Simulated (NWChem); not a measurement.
Atomisation of C$_{4}$H$_{8}$Si

SMILES: [SiH3]CC#CC
```xyz
13

C      0.7204    -3.0299     0.0000
C      0.0801    -1.7200     0.0000
C     -0.4731    -0.6260     0.0000
C     -1.0747     0.6994     0.0000
Si     0.2468     2.0846     0.0000
H      0.4338    -3.6229     0.8943
H      1.8280    -2.9465     0.0000
H      0.4338    -3.6229    -0.8943
H     -1.7265     0.8475    -0.8900
H     -1.7265     0.8475     0.8900
H     -0.4326     3.4301     0.0000
H      1.1090     1.9710     1.2261
H      1.1090     1.9710    -1.2261
```
Charge 0, spin multiplicity 1.

Everything below was run with NWChem. All single points use one geometry, from PBE/def2-SVP, with no frequency check, so it may be a saddle point. It is one conformer; others weren't searched.

Basis set: def2-SVP. The atomisation energy is electronic alone: no zero-point, thermal, spin-orbit or counterpoise terms. No value is extrapolated to the basis-set limit. Free atoms are single determinants with multiplicities C 3, Si 3, H 2. Correlated methods freeze the same cores in atoms and molecule, 9 orbitals in all.

B3LYP has NWChem's definition, with VWN1-RPA local correlation. The structure started from a generated list of species. The stability of the SCF solutions was not checked. Open-shell Hartree-Fock references start from PBE0 orbitals.

Task: Order these methods by the atomisation energy they give, lowest first: B3LYP, PBE, M06-2X, MP2, LC-wPBE (omega 0.3 per bohr), PBE0.

Result: MP2 (1170.6 kcal/mol), B3LYP (1209.3 kcal/mol), M06-2X (1216.4 kcal/mol), PBE0 (1220.7 kcal/mol), LC-wPBE (omega 0.3 per bohr) (1223.4 kcal/mol), PBE (1235.9 kcal/mol)
